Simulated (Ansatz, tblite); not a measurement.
Cost and result up the ladder for SnH3(OSiMe3) (C3H12OSiSn) (18 atoms). The state is a singlet with charge 0. Geometry: PBE0-D4/def2-SVP.

```xyz
18

Sn   -2.237    1.195   -1.386
H    -2.378    0.489   -2.939
H    -3.754    1.462   -0.648
H    -1.271    2.613   -1.420
O    -1.330   -0.137   -0.235
Si    0.234   -0.343    0.298
C     1.426   -0.229   -1.154
C     0.330   -2.039    1.087
C     0.659    0.987    1.556
H     2.467   -0.397   -0.832
H     1.388    0.765   -1.630
H     1.187   -0.982   -1.922
H     0.078   -2.824    0.357
H     1.340   -2.245    1.475
H    -0.381   -2.118    1.924
H     0.607    1.993    1.110
H    -0.043    0.959    2.405
H     1.677    0.852    1.955
```

Ansatz on 2 threads of AMD EPYC 7R13 on a shared host and a share (18 GiB) of an NVIDIA H100 80GB HBM3; xTB runs through tblite on one thread. Times are rough, summed over both states, and most runs start from the orbitals of an earlier one. PBE0-D4/def2-TZVP serves as the yardstick here, not as an exact answer. The other state is a triplet.

In the def2 sets Sn takes a core potential; there is no spin–orbit coupling. The xTB rows come from tblite.

xTB has no spin-polarisation term.

| level | functions | vertical triplet (eV) | difference from PBE0-D4/def2-TZVP (eV) |
| --- | --- | --- | --- |
| PBE-D4/def2-TZVP | 283 | 5.23 | -0.47 |
| GFN2-xTB | 46 | 5.44 | -0.26 |
| r2SCAN-D4/def2-TZVP (with forces) | 283 | 5.50 | -0.20 |
| GFN1-xTB | 58 | 6.61 | 0.91 |
| PBE0-D4/def2-TZVP | 283 | 5.70 | 0.00 |

Problem. Estimate how long each takes.

Solution. GFN2-xTB 0.025 s; GFN1-xTB 0.03 s; PBE-D4/def2-TZVP 6.3 s; r2SCAN-D4/def2-TZVP (with forces) 7.5 s; PBE0-D4/def2-TZVP 9.2 s. On shared hardware such times vary by a factor of up to 3.
